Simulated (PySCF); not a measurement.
hex-1-yne (C₆H₁₀), SMILES C(CC)CC#C. Atoms are numbered in the order given.

```xyz
16

C      2.3787     0.3145    -1.0932
C      1.5421    -0.3543    -0.5024
C      0.5289    -1.1237     0.2166
C     -0.3273    -0.2779     1.1863
C     -1.0819     0.8846     0.5291
C     -2.0880     0.4610    -0.5431
H      3.1230     0.8951    -1.6190
H      1.0271    -1.9400     0.7838
H     -0.1282    -1.6330    -0.5227
H      0.3331     0.1192     1.9858
H     -1.0494    -0.9614     1.6844
H     -1.6071     1.4530     1.3265
H     -0.3427     1.5882     0.0881
H     -1.5897    -0.0141    -1.4130
H     -2.6531     1.3322    -0.9311
H     -2.8279    -0.2647    -0.1432
```
Charge 0, spin multiplicity 1.

The structure is a stationary point at PBE-D3(BJ)/def2-SVP. Other conformers were not sampled.

Two levels are set side by side: PBE/pcSseg-1 (PySCF) and PBE0/pcSseg-1 (PySCF). GIAO shifts against TMS (¹H), TMS (¹³C) at the same level; non-relativistic, no solvent, atoms listed together averaged. Differences are taken from unrounded values.

```
quantity            PBE0   PBE  PBE minus PBE0
------------------  ----  ----  --------------
δ(¹³C) of C1 (ppm)  78.5  74.8            -3.7
δ(¹³C) of C2 (ppm)  89.0  87.5            -1.5
δ(¹³C) of C3 (ppm)  20.7  22.3             1.6
δ(¹³C) of C4 (ppm)  34.9  37.0             2.1
δ(¹³C) of C5 (ppm)  24.7  26.6             1.8
δ(¹³C) of C6 (ppm)  16.5  16.9             0.4
δ(¹H) of H7 (ppm)   2.37  2.18           -0.20
```

Rough cost on one machine, each run with all the roots and properties that it gave: PBE0 against PBE within a factor of 2.
